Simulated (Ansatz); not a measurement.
Basis-set extrapolation for F2H3Si2 (`F[SiH](F)[SiH2]`) radical (PBE0-D4/def2-TZVP geometry, frozen core, the Gaussian-basis code of Ansatz). Multiplicity 2, UHF reference.

|  | def2-TZVPP | def2-QZVPP |
| --- | --- | --- |
| HF | -778.699773 | -778.727882 |
| MP2 correlation | -0.717503 | -0.784078 |
| CCSD(T) correlation | -0.771938 | not run |

Energies in hartree. Use E(X) = E(∞) + A·exp(−7.88·√X) for Hartree–Fock and E(X) = E(∞) + B·X^(−2.97) for correlation, with X = 3 and 4, and add CCSD(T) minus MP2 of the smaller set to the MP2 limit.

What is the CCSD(T) energy at the basis-set limit?

HF limit: -778.727882 + (-0.028109) × 0.13774 = -778.73175. MP2 limit: -0.784078 + (-0.066575) × 0.74074 = -0.83339. Higher-order term: -0.771938 − (-0.717503) = -0.05444. Total: -779.61958 hartree, 4.02 eV below CCSD(T)/def2-TZVPP.
